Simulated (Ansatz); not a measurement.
Reaction (redistribution): `O[SiH2][SiH2]O` + `CC(O)[SiH3]` → `O[SiH2]C(O)[SiH3]` + `C[SiH2]O`

Calculated with Ansatz (gas phase, PBE0-D4/def2-TZVP geometries, no zero-point term in ΔE). CBS: MP2 limit from def2 TZ/QZ plus the TZ coupled-cluster correction, frozen cores. This one scheme is used for every species. One conformer a species, not always the lowest.

| species | HF/def2-QZVPP energy (Eh) |
| --- | --- |
| `O[SiH2][SiH2]O` | -731.28885 |
| `CC(O)[SiH3]` | -444.26352 |
| `O[SiH2]C(O)[SiH3]` | -770.28097 |
| `C[SiH2]O` | -405.29096 |

(1) Work out ΔE.

Largest T1 diagnostic among the species: 0.012.

Results:

(1) ΔE = (-770.28097) + (-405.29096) − (-731.28885) − (-444.26352) = -0.01956 Eh = -12.3 kcal/mol. CCSD(T)/CBS gives -12.3 kcal/mol.
